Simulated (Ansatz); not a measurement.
Reactions of C3H3Cl (`C=C=CCl`).

Calculated with Ansatz (gas phase, PBE0-D4/def2-TZVP geometries, no zero-point term in ΔE). CBS: MP2 limit from def2 TZ/QZ plus the TZ coupled-cluster correction, frozen cores. This one scheme is used for every species, atoms too. DFT in def2-TZVPP. B3LYP here is the variant with VWN-RPA as its local correlation; programs differ in this. Open shells (•) are unrestricted, without spin–orbit coupling. Spin–orbit coupling would lower the free atoms: a little for C, Cl. One conformer a species, not always the lowest.

| reaction | ωB97M-V (kJ/mol) | CCSD(T)/def2-SVP (kJ/mol) | B3LYP-D4 (kJ/mol) | B97M-V (kJ/mol) |
| --- | --- | --- | --- | --- |
| `C=C=CCl` → `ClC1C=C1` | 58 | 59 | 74 | 61 |
| `C=C=CCl` + `C=N` → `C=C=CN=C` + HCl | -26 | -40 | -31 | -34 |
| `C=C=CCl` → 3 C• + Cl• + 3 H• | 2857 | 2709 | 2853 | 2866 |
| `C=C=CCl` + `BN` → `BNC=C=C` + HCl | -13 | -29 | -15 | -16 |
| `C=C=CCl` → `C#CCCl` | 10 | 8 | 19 | 23 |

Give the CCSD(T)/CBS values in the same order. (An estimate is asked.)

Ansatz gave: 59, -29, 2836, -16, 3 kJ/mol.

Largest T1 diagnostic: 0.014, for `BNC=C=C`.
